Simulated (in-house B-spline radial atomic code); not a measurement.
Zr³³⁺: [He] 2s2 2p3

Method: Dirac-Kohn-Sham PBEsol, spherical fractional occupations, Fermi nucleus of rms radius 4.2694 fm. Calculated with a radial B-spline atomic code at the basis-set limit.

Screening seen three ways: the hydrogenic charge with the same mean radius, Z_r = [3n² - l(l+1)]/(2<r>), the one with the same energy, Z_e = n√(-2ε), and Slater's rules. Values are occupation-weighted means over j. An effective charge above Z reflects the relativistic contraction of the inner shells.

```
shell  electrons   ε (eV)  <r> (bohr)    Z_r    Z_e  Slater
   1s          2   -20111     0.03698  40.57  38.45   39.70
   2s          2  -4449.2      0.1549  38.72  36.17   36.90
   2p          3  -4242.6      0.1336  37.42  35.32   36.90
```

The least bound orbital is 2p3/2 at -4210 eV, while the most diffuse is 2s1/2 (<r> = 0.1549 bohr against 0.1349 bohr): energy order and size order differ.

Spin-orbit splittings of the orbital energies (j = l + 1/2 above j = l - 1/2 when positive): 2p 96.87 eV.

For the 1s electron the small component carries 2.13 % of the norm, the zero-frequency Breit interaction raises the level by 28.84 eV, self-energy by 17.98 eV, and vacuum polarisation lowers it by 2.007 eV.
